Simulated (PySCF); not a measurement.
**`C#[C][GeH2][CH2]/C(C)=C\Cl`, C$_{6}$H$_{9}$ClGe**

Geometry:
```tsv
atom	x (Å)	y (Å)	z (Å)
C1	3.858	0.185	0.943
C2	2.913	-0.125	0.267
Ge3	1.386	-0.617	-0.767
C4	-0.158	-0.613	0.502
C5	-1.363	0.083	-0.033
C6	-1.980	1.142	0.826
C7	-1.865	-0.216	-1.223
Cl8	-1.114	-1.408	-2.209
H9	4.693	0.456	1.526
H10	1.718	-1.958	-1.351
H11	1.273	0.424	-1.842
H12	-0.405	-1.655	0.718
H13	0.156	-0.153	1.439
H14	-2.276	0.719	1.786
H15	-1.252	1.929	1.018
H16	-2.854	1.579	0.349
H17	-2.736	0.242	-1.659
```

Theory: GIAO KT3/pcSseg-1 magnetisability, rotational g tensor and spin-rotation constants, non-relativistic, gas phase in PySCF 2.14.0. Geometry: GFN2-xTB.

The calculation is non-relativistic, which matters for the atoms heavier than Zn.

Problem. Give the nuclear spin-rotation constants along the inertial axes (H = +C I·J) beside the isotropic shieldings.

Solution. Rotational constants 1.9497, 0.7806, 0.5826 GHz. A star marks the isotopologue with that one atom substituted, in its own axes.
```
atom  isotope  Caa (kHz)  Cbb (kHz)  Ccc (kHz)  mean (kHz)  σ (ppm)
 Cl8     35Cl      0.585      0.153      0.151       0.296    723.4
  H9       1H     -0.003     -0.072     -0.064      -0.047     29.9
 H10       1H     -0.175      0.011     -0.031      -0.065     27.0
 H11       1H     -0.168     -0.068      0.018      -0.072     27.6
 H12       1H     -0.200     -0.072      0.010      -0.087     29.2
 H13       1H     -0.132     -0.005     -0.068      -0.068     30.1
 H14       1H     -0.219     -0.046     -0.007      -0.091     29.7
 H15       1H     -0.068     -0.064     -0.039      -0.057     29.6
 H16       1H     -0.004     -0.080     -0.048      -0.044     29.9
 H17       1H      0.072     -0.077     -0.036      -0.014     26.0
  C1     13C*      0.181      0.241      0.204       0.209     96.4
  C2     13C*      0.101      0.237      0.213       0.184    104.6
 Ge3    73Ge*     -0.520     -0.204     -0.155      -0.293   1517.5
  C4     13C*      0.271      0.134      0.099       0.168    157.7
  C5     13C*      0.669      0.330      0.125       0.375     47.8
  C6     13C*      0.312      0.111      0.096       0.173    159.2
  C7     13C*      0.565      0.257      0.147       0.323     71.1
```
For the geometry as given, no vibrational averaging.

Problem. How do the rotational constants and the g tensor change when H9, H10, H11, H12, H13, H14, H15, H16, H17 are replaced by deuterium?

Solution. Constants 1.6633, 0.7174, 0.5318 GHz; g -0.0117, -0.0061, -0.0033, against -0.0134, -0.0067, -0.0036 before.
